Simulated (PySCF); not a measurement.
A structure optimised at B3LYP-D3(BJ)/def2-TZVP, used in a PySCF frequency run:

```xyz
3

Se     0.0444     1.1712     0.0000
H     -1.4230     1.3117     0.0000
Br    -0.0024    -1.1752     0.0000
```
Charge 0, spin multiplicity 1.

Question: Write its SMILES, formula and point group.

Answer: [SeH]Br, BrHSe, Cs

Question: What are its rotational constants (standard atomic weights)?

Answer: 235.33, 2.2925, 2.2703 GHz
